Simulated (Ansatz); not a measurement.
Species: sum formula H$_{4}$SiNO$_{3}$, charge 0, multiplicity 2. It need not be the lowest isomer of its formula. SMILES: N[Si](O)(O)[O]
Structure (B3LYP-D3(BJ)/def2-TZVP (Ansatz, a program for electronic structure) minimum search):
```xyz
9

N     -1.4829    -0.7132    -0.0706
Si     0.0829     0.0195     0.0199
O      0.4089    -0.3829     1.5495
O      0.0192     1.6290    -0.2789
O      1.0351    -0.6624    -1.1131
H     -1.5530    -1.7141    -0.1912
H     -2.2487    -0.3542     0.4810
H     -0.0499     2.2129     0.4805
H      1.3654    -0.0955    -1.8141
```
Charge 0, spin multiplicity 2.

Property: atomisation energy (electronic, to ground-state atoms), in eV. Cores are frozen in the correlated levels unless marked. Open shells are spin-unrestricted. Spin-orbit coupling is left out. Non-relativistic. The coupled-cluster limit lacks core correlation, which all-electron functionals hold. CBS marks a two-point X^-3 extrapolation of the correlation energy; Hartree-Fock from the larger set. The bracket is a focal-point correction in the basis named.

| level | program | atomisation energy (eV) | minus last row |
|---|---|---|---|
| PBE0/STO-3G | Ansatz | 32.95 | -3.06 |
| PBE0/def2-SVP | Ansatz | 34.61 | -1.40 |
| BHLYP-D3(BJ)/def2-TZVPD | Ansatz + dftd3 | 34.18 | -1.83 |
| r2SCANh-D4/def2-TZVPD | Ansatz + dftd4 | 35.59 | -0.42 |
| CCSD(T)/STO-3G | Ansatz | 25.73 | -10.28 |
| RI-MP2/CBS(cc-pV(T+d)Z,cc-pV(Q+d)Z)+[CCSD(T)-MP2]/cc-pV(Q+d)Z | Ansatz | 36.01 | 0.00 |
| CCSD(T)/CBS(cc-pV(T+d)Z,cc-pV(Q+d)Z) | Ansatz | 36.01 | 0.00 |
